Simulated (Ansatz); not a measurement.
`[CH3][SnH]([OH])[SH]` and `C[O][SnH]([CH3])[SH]` differ in one atom or group.

Ansatz, PBE0-D4/def2-TZVP geometries, multiplicity 1. Each molecule was computed in one conformer, which needn't be the lowest.

Elements past krypton have def2 core potentials.

```csv
property,`[CH3][SnH]([OH])[SH]`
HOMO–LUMO gap (ωB97M-V/def2-TZVPP) / eV,11.00
LUMO energy (PBE/def2-TZVPP) / eV,-1.30
LUMO energy (PBE0/def2-TZVPP) / eV,-0.37
HOMO energy (PBE0/def2-TZVPP) / eV,-7.38
LUMO energy (B3LYP/def2-TZVPP) / eV,-0.69
HOMO–LUMO gap (PBE0/def2-TZVPP) / eV,7.01
```

**Question.** Give the same properties after the change, and the shifts. (Estimate.)

**Answer.** Computed: 
```
                               property  `C[O][SnH]([CH3])[SH]`  shift
HOMO–LUMO gap (ωB97M-V/def2-TZVPP) / eV                   11.15   0.15
      LUMO energy (PBE/def2-TZVPP) / eV                   -1.25   0.05
     LUMO energy (PBE0/def2-TZVPP) / eV                   -0.31   0.06
     HOMO energy (PBE0/def2-TZVPP) / eV                   -7.39  -0.01
    LUMO energy (B3LYP/def2-TZVPP) / eV                   -0.62   0.07
   HOMO–LUMO gap (PBE0/def2-TZVPP) / eV                    7.08   0.07
```

B3LYP here is the variant with VWN-RPA as its local correlation; programs differ in this.
